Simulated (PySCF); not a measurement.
## Polarisability and C₆ of Br²⁺ (bromine, charge +2)

[Ar] 3d10 4s1 4p3 4d1, high-spin 6D determinant (an excited configuration). Computed with PySCF 2.14 in aug-cc-pVQZ-PP with one added diffuse shell each of s, p, d, f, g type with ECP10MDF (8s7p6d4f3g, 114 functions), with a scalar-relativistic core potential. Coupled (time-dependent) response in atomic units; α is the mean over directions.

| method | mean α (bohr³) | α xx, yy, zz | C₆ (like pair) | S(−4) |
| --- | --- | --- | --- | --- |
| B97-3 | 18.69 | 22.73, 22.73, 10.60 | 93.47 | 307.8 |

S(−4) is the Cauchy moment in α(ω) = α(0) + S(−4) ω² + …

Spin-orbit coupling is absent.

α(iu) at B97-3:

```
u (hartree)  α(iu) (bohr³)
          0          18.69
     0.0500          17.98
      0.100          16.32
      0.200          12.82
      0.300          10.23
      0.500          6.939
      0.750          4.607
       1.00          3.242
       1.50          1.835
       2.00          1.184
       3.00         0.6264
       5.00         0.2782
```

For an ion, C₆ is the dispersion term alone; charge-induced terms of lower order in 1/R come first.

The components differ because the open shell of this determinant is not spherical; for a pure term their mean is the scalar polarisability.

Energies and moments cover only the electrons outside the core potential. The outer electron is Rydberg-like, and this basis confines it to a smaller radius and binds it less than a complete one would.
